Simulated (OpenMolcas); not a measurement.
Ho3+ with 7 ligands (fluoride) in pentagonal bipyramidal coordination (D5h). The axial distance is 0.97 times the equatorial one, R.

* Program: OpenMolcas 26.06
* Method: CASSCF
* Basis: ANO-RCC-VDZP [7s6p4d2f1g]
* Scalar Hamiltonian: DKH2, point nucleus
* Active space: 10 electrons in 7 orbitals (4f)
* State averaging: 2S+1 = 5 even, 35 roots (30 in the spin-orbit step); 2S+1 = 3 even, 106 roots kept (CI in the orbitals of an earlier block); 2S+1 = 1 even, 31 roots kept (CI in the orbitals of an earlier block)
* Spin-orbit coupling: RASSI with atomic mean-field integrals over the reference wave functions

All ligands move together. At R = 2.2 Å the width of the lowest J multiplet is 293 cm-1, and at R = 2.42 Å it is 168 cm-1.

Q: A third run gives 228 cm-1. What distance was it run at?

A: With a power law R^-n the two known points give n = -ln(168 / 293) / ln(2.42 / 2.2) = 5.84. Then R = 2.2 × (293 / 228)^(1/5.84) = 2.297 Å. The run was at 2.28 Å, so the estimate is off by +0.017 Å.

High states are left out of the spin-orbit mixing, which shifts the levels that they would mix with. Without dynamic correlation the ligand-field splitting of an f shell can come out too small, at times by half. No measured value stands beside these numbers; the geometry is a model, was not optimised and need not be the one that this ion takes.
